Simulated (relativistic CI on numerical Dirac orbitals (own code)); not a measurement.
# Pt⁴³⁺: q coefficients and field-shift factors

Calculated at this level of theory: Dirac-Coulomb-Breit CI, KLI orbitals optimised for each configuration, derivatives by finite differences, unscaled Slater integrals, QED left out (own radial code, finite nucleus).

Configurations in the expansion (outside the closed core [Ar] 3d10): 4s²4p⁵, 4s4p⁶, 4s²4p⁴4d, 4s4p⁵4d, 4s²4p⁴4f, 4s4p⁵4f. Double excitations out of closed p, d and f shells are left out; levels of such configurations are missing from the list, as are those of other unlisted configurations, and high levels can miss mixing partners.

With x = (α/α₀)² − 1 an excitation energy changes as ω = ω₀ + qx; K = 2q/ω₀ is the relative enhancement. Terms are leading LS components, so labels can repeat. The field-shift factor is F = δν/δ⟨r²⟩ for the transition from the lowest level.

Lowest level 4s²4p⁵ ²P°3/2.

| Level | ω₀ (cm⁻¹) | q (cm⁻¹) | K | F (GHz/fm²) |
| --- | --- | --- | --- | --- |
| 4s²4p⁵ ²P°1/2 | 995532 | 1.239e+06 | 2.49 | -233 |
| 4s²4p⁴4d ⁴D3/2 | 1333263 | 61810 | 0.0927 | 19.6 |
| 4s²4p⁴4d ⁴D5/2 | 1355111 | 74070 | 0.109 | 19.2 |
| 4s²4p⁴4d ⁴P1/2 | 1359141 | 82880 | 0.122 | -25.2 |
| 4s²4p⁴4d ²F7/2 | 1375656 | 63100 | 0.0917 | 18.4 |
| 4s²4p⁴4d ²D3/2 | 1452054 | 71630 | 0.0987 | 19.8 |
| 4s²4p⁴4d ²F7/2 | 1548710 | 276400 | 0.357 | 24.8 |
| 4s²4p⁴4d ⁴F9/2 | 1556635 | 274700 | 0.353 | 24.5 |
| 4s²4p⁴4d ²P1/2 | 1575922 | 369700 | 0.469 | -235 |
| 4s²4p⁴4d ²D5/2 | 1678014 | 280600 | 0.334 | 27.3 |
| 4s²4p⁴4d ²D3/2 | 1726120 | 302700 | 0.351 | 21.3 |
| 4s²4p⁴4d ²D5/2 | 1754950 | 313500 | 0.357 | 16.2 |
| 4s4p⁶ ²S1/2 | 1986458 | 1.302e+06 | 1.31 | -2500 |

At this charge energies of transitions that change n are usually good to better than 1 %, and those within a shell (Δn = 0) to a few per cent.
